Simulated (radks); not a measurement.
Valence configurations of neutral tungsten (all share [Xe]). All-electron calculation, scalar-relativistic Kohn-Sham, PBE, spin-polarised, spherical densities, finite nucleus; open shells are filled with parallel spins first (spin-orbit coupling, left out, can overturn this in heavy ions); Fermi nuclear charge, rms radius 5.3658 fm. Program: a radial shooting solver on a logarithmic mesh with Libxc functionals. Energies are relative to 4f14 5d4 6s2; eigenvalues in eV for spin up.

| valence | E (eV) | moment (Bohr magnetons) | e(4f) | e(5d) | e(6p) | e(6s) |
|---|---|---|---|---|---|---|
| 4f14 5d4 6s2 | 0.000 | 4 | -32.983 | -5.307 | - | -6.240 |
| 4f13 5d4 6s2 6p1 | 36.756 | 6 | -46.744 | -9.597 | -2.762 | -8.259 |
| 4f13 5d5 6s2 | 30.858 | 6 | -42.359 | -6.551 | - | -6.433 |
| 4f14 5d4.5 6s1.5 | -0.316 | 5 | -31.788 | -4.701 | - | -6.031 |
| 4f14 5d4 6s1 6p1 | 2.701 | 6 | -34.349 | -6.697 | -2.478 | -7.456 |
| 4f14 5d3.5 6s2 6p0.5 | 2.055 | 4 | -35.015 | -6.699 | -2.182 | -7.121 |
| 4f14 5d2 6s2 6p2 | 10.714 | 4 | -41.329 | -10.773 | -3.740 | -9.535 |
| 4f14 5d5 6s1 | -0.739 | 6 | -30.639 | -4.102 | - | -5.784 |
| 4f14 5d2 6s1 6p3 | 14.383 | 6 | -42.450 | -11.893 | -4.407 | -10.494 |
| 4f14 5d3 6s2 6p1 | 4.523 | 4 | -37.084 | -8.072 | -2.723 | -7.958 |

NIST lists [Xe] 4f14 5d4 6s2 as the ground configuration; this level of theory puts 4f14 5d5 6s1 lower, by 0.739 eV. The energies are those of spherical high-spin densities, not of single terms.
